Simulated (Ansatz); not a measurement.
`C[N](C)[In]([OH])[F]` + CH₄ → `[CH3][In]([OH])[F]` + `CNC`  (formal exchange of groups at the In–N bond)

Isolated molecules relaxed with PBE0-D4/def2-TZVP in Ansatz; ΔE leaves out vibrations. CBS: MP2 limit from def2 TZ/QZ plus the TZ coupled-cluster correction, frozen cores. This one scheme is used for every species. Elements past krypton have def2 core potentials. For In outer-core shells are correlated without core-valence functions, which leaves a few kJ/mol of doubt a bond. One conformer a species, not always the lowest.

```csv
species,MP2/def2-QZVPP energy (Eh)
`C[N](C)[In]([OH])[F]`,-499.56987
CH₄,-40.42633
`[CH3][In]([OH])[F]`,-405.07115
`CNC`,-134.91716
```

Problem. Work out ΔE.

Solution. ΔE = (-405.07115) + (-134.91716) − (-499.56987) − (-40.42633) = 0.00789 Eh = +5.0 kcal/mol. CCSD(T)/CBS gives +4.6 kcal/mol.

Largest T1 diagnostic among the species: 0.016.

The D4 term adds +1.6 kcal/mol with B3LYP and +0.9 kcal/mol with PBE0; it sums over pairs of atoms, weighted by their polarisabilities, and B3LYP, whose exchange is more repulsive, gets the larger term. In def2-TZVPP, CCSD(T) changes the Hartree–Fock value by +1.8 kcal/mol (the triples alone add +0.6 kcal/mol) and MP2 by +2.4 kcal/mol.

B3LYP here is the variant with VWN-RPA as its local correlation; programs differ in this.
